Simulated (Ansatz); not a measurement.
Basis sets compared for `CCCCCCCCCCB(O)O`. The state is a singlet with charge 0. Geometry PBE-D4/def2-SVP. Ansatz on 4 threads of Arm Neoverse N1 on a shared host; times are rough, and most runs start from earlier orbitals.

```xyz
36

C     2.406    3.278   -4.325
C     1.376    2.386   -3.629
C     0.506    3.141   -2.616
C    -0.576    2.293   -1.934
C    -0.046    1.174   -1.031
C    -1.146    0.386   -0.314
C    -0.617   -0.740    0.580
C    -1.717   -1.528    1.298
C    -1.214   -2.690    2.166
C    -0.366   -2.271    3.375
B     0.137   -3.441    4.313
O    -0.111   -4.744    3.939
O     0.812   -3.095    5.465
H     1.915    4.108   -4.877
H     3.100    3.739   -3.592
H     3.019    2.710   -5.053
H     0.716    1.911   -4.390
H     1.900    1.546   -3.123
H     1.163    3.593   -1.837
H     0.022    3.999   -3.132
H    -1.229    2.961   -1.328
H    -1.241    1.851   -2.711
H     0.573    0.466   -1.626
H     0.646    1.612   -0.275
H    -1.760    1.085    0.299
H    -1.846   -0.039   -1.069
H     0.086   -0.308    1.326
H    -0.007   -1.441   -0.035
H    -2.315   -0.830    1.929
H    -2.427   -1.925    0.537
H    -2.087   -3.278    2.523
H    -0.631   -3.396    1.533
H     0.540   -1.709    3.048
H    -0.923   -1.541    4.006
H     0.234   -5.413    4.556
H     1.107   -3.852    6.002
```

Binding counts from free atoms (C triplet, B doublet, O triplet, H doublet) in the same basis, without a counterpoise term.

```tsv
level	functions	energy (Eh)	HOMO (eV)	LUMO (eV)	binding per atom (eV)	wall time
HF/STO-3G	88	-559.6833	-10.05	9.66	3.94	1.4 s
HF/6-31G	163	-566.3637	-11.30	4.75	3.06	4.5 s
PBE-D4/def2-SVP	297	-569.1870	-6.80	-0.03	4.38	9.5 s
PBE0-D4/def2-SVP	297	-569.2790	-8.18	0.93	4.33	21 s
```

(1) Estimate the rows for PBE-D4/def2-TZVP (with forces), PBE0-D4/def2-TZVP.

Results:

(1) 
| level | functions | energy (Eh) | HOMO (eV) | LUMO (eV) | binding per atom (eV) | wall time |
| --- | --- | --- | --- | --- | --- | --- |
| PBE-D4/def2-TZVP (with forces) | 541 | -569.8129 | -6.90 | -0.62 | 4.33 | 26 s |
| PBE0-D4/def2-TZVP | 541 | -569.8923 | -8.22 | 0.25 | 4.28 | 52 s |
